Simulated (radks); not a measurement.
The numbers below are computed, except where a source is named.
Exchange energies: the exact (Fock) value of the Kohn-Sham orbitals and density-functional approximations, in hartree. Species: La3+ [Xe]; Al3+ [Ne]. Code: a radial shooting solver on a logarithmic mesh with Libxc functionals. Model: non-relativistic Kohn-Sham, PBE, spin-polarised, spherical densities, point nucleus. Every spin shell is full or empty, so the densities are truly spherical. Functionals are evaluated on that one density, not self-consistently.

functional,La3+,Al3+
exact,-193.720,-17.4057
LDA,-184.75,-15.904
PBE,-192.89,-17.294
PW91,-193.70,-17.365
PW86,-193.22,-17.492
SOGGA,-189.48,-16.741
B86b,-193.68,-17.410
EV93,-192.97,-17.678
APBE,-194.25,-17.501
TPSS,-193.06,-17.455
r2SCAN,-193.44,-17.429
Tao-Mo,-192.11,-17.399
TASK,-189.49,-16.974
MVS,-193.82,-17.387
